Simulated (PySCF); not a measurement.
# UHF on Pr (praseodymium, neutral)

Configuration: [Xe] 4f2 5d1 6s2, one real determinant (an excited configuration). All numbers are calculated (PySCF 2.14, scalar relativity by spin-free X2C-1e, in x2c-TZVPPall with one added diffuse shell each of s, p, d, f type (12s8p8d5f2g, 129 functions)).

```json
{
  "Total energy": "-9233.028023 hartree",
  "One-electron energy": "-12593.1555 hartree",
  "Hartree (Coulomb) energy": "3575.1829 hartree",
  "Exchange energy": "-215.0555 hartree",
  "⟨S²⟩": "3.7591",
  "⟨L²⟩": "30.180",
  "Sum of ⟨r⟩": "45.13 bohr",
  "Sum of ⟨r²⟩": "96.06 bohr²",
  "Traceless quadrupole moment −½Σ⟨3z² − r²⟩ along its main axis": "0.0267 e·bohr²",
  "Langevin diamagnetic susceptibility": "-76.1 ×10⁻⁶ cm³/mol"
}
```

| shell | electrons | mean orbital energy (eV) | spread (eV) | rms radius, mean of both spins (bohr) |
| --- | --- | --- | --- | --- |
| 1s α | 1 | -42197.4 | 0 | 0.0275 |
| 1s β | 1 | -42197.4 | 0 | 0.0275 |
| 2s α | 1 | -6905.9 | 0 | 0.111 |
| 2s β | 1 | -6905.8 | 0 | 0.111 |
| 2p α | 3 | -6180.0 | 0.054 | 0.0998 |
| 2p β | 3 | -6179.9 | 0.010 | 0.0998 |
| 3s α | 1 | -1543.9 | 0 | 0.290 |
| 3s β | 1 | -1543.0 | 0 | 0.290 |
| 3p α | 3 | -1308.2 | 0.056 | 0.290 |
| 3p β | 3 | -1307.1 | 0.180 | 0.290 |
| 3d α | 5 | -973.46 | 0.812 | 0.268 |
| 3d β | 5 | -972.26 | 0.406 | 0.268 |
| 4s α | 1 | -334.61 | 0 | 0.659 |
| 4s β | 1 | -331.68 | 0 | 0.659 |
| 4p α | 3 | -254.56 | 0.004 | 0.700 |
| 4p β | 3 | -251.28 | 0.345 | 0.700 |
| 4d α | 5 | -136.22 | 3.085 | 0.779 |
| 4d β | 5 | -131.86 | 1.318 | 0.779 |
| 5s α | 1 | -53.762 | 0 | 1.59 |
| 5s β | 1 | -51.899 | 0 | 1.59 |
| 5p α | 3 | -31.258 | 0.701 | 1.84 |
| 5p β | 3 | -29.257 | 0.463 | 1.84 |
| 4f α | 2 | -16.932 | 0.278 | 1.12 |
| 5d α | 1 | -7.030 | 0 | 3.00 |
| 6s α | 1 | -5.248 | 0 | 4.89 |
| 6s β | 1 | -4.806 | 0 | 4.89 |

⟨L²⟩ = 30.18 against 56 for a pure K term, so this real determinant mixes terms. Spin-orbit coupling, absent here, splits the open shell strongly.

Densities and radii are taken from the X2C orbitals without a picture-change correction, which distorts them close to the nucleus.

Spin-orbit constants ζ (cm⁻¹) from the X2C one-electron operator on these orbitals: bare nucleus, nucleus screened by l(l+1)(2l+1)/3 electrons, and screened by the Breit-Pauli mean field of the electrons.

| shell | bare | screened nucleus | mean field |
| --- | --- | --- | --- |
| 2p | 2528000 | 2442000 | n/a |
| 3p | 506600 | 489400 | n/a |
| 3d | 78520 | 65210 | n/a |
| 4p | 107300 | 103700 | n/a |
| 4d | 13750 | 11420 | n/a |
| 4f | 1714 | 900.8 | n/a |
| 5p | 14350 | 13860 | n/a |
| 5d | 860.6 | 714.7 | n/a |

To first order the Landé constant is A = 282.5 cm⁻¹, so the lowest level has J = 11/2 and lies 0.420 eV below the centre of the term. This holds in LS coupling only.
